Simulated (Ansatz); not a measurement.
Reaction (formal exchange of groups at the Si–Al bond): `[NH2][Al]([F])[SiH3]` + `C#COC(C)O` → `CC(O)O[SiH3]` + `C#[C][Al]([NH2])[F]`

Program: Ansatz. Geometries: PBE0-D4/def2-TZVP. ΔE: electronic, gas phase. CBS: MP2 limit from def2 TZ/QZ plus the TZ coupled-cluster correction, frozen cores. DFT in def2-TZVPP. B3LYP here is the variant with VWN-RPA as its local correlation; programs differ in this. Each species was taken in one conformer, which may not be the lowest.

`[NH2][Al]([F])[SiH3]`:

Z-matrix (Å, degrees):
```
Si
Al 1 2.437
H 1 1.489 2 111.3
H 1 1.490 2 110.9 3 120.0
H 1 1.490 2 111.2 3 -120.0
F 2 1.654 1 119.8 3 58.6
N 2 1.759 1 123.1 3 -121.5
H 7 1.007 2 124.2 1 0.1
H 7 1.008 2 125.3 1 -179.9
```

`C#COC(C)O`:

Cartesian coordinates in Å:
```
C 2.103 -1.635 1.345
C 1.431 -1.069 0.529
O 0.742 -0.464 -0.384
C -0.345 0.367 0.103
C -0.803 1.166 -1.086
O -1.331 -0.401 0.681
H 2.692 -2.146 2.067
H 0.058 0.993 0.903
H -1.152 0.495 -1.876
H -1.621 1.822 -0.789
H 0.014 1.768 -1.484
H -1.786 -0.895 -0.010
```

`CC(O)O[SiH3]`:

```xyz
13

C    -0.624    0.875   -1.244
C     0.428   -0.052   -0.694
O     0.860   -0.869   -1.732
O    -0.092   -0.869    0.336
Si   -0.157   -0.440    1.922
H    -1.456    0.284   -1.630
H    -0.207    1.476   -2.053
H    -0.992    1.543   -0.463
H     1.276    0.523   -0.281
H     1.483   -1.505   -1.370
H     1.167    0.081    2.365
H    -1.174    0.618    2.172
H    -0.513   -1.665    2.672
```

`C#[C][Al]([NH2])[F]`:

Cartesian coordinates in Å:
```
C 0.746 0.044 -2.411
C 0.330 0.263 -1.297
Al -0.317 0.587 0.451
N -0.328 -0.667 1.672
F -0.886 2.081 0.845
H 1.113 -0.145 -3.395
H -0.659 -0.556 2.616
H 0.001 -1.606 1.517
```

| level | ΔE (kJ/mol) |
| --- | --- |
| PBE0-D4 | -189.5 |
| B3LYP-D4 | -210.4 |
| r2SCAN | -206.3 |
| SCS-MP2/def2-QZVPP | -240.0 |

Question: What does CCSD(T)/CBS give? (An estimate is asked.)

Answer: Computed: -226.8 kJ/mol. The listed levels differ from it by 37.3, 16.4, 20.5, -13.2 kJ/mol.

Largest T1 diagnostic among the species: 0.013.

In def2-TZVPP, CCSD(T) changes the Hartree–Fock value by +16.2 kJ/mol (the triples alone add +3.3 kJ/mol) and MP2 by +3.4 kJ/mol. From PBE to PBE0 (25 % exact exchange), in def2-TZVPP and without D4, ΔE moves by −12.9 kJ/mol.
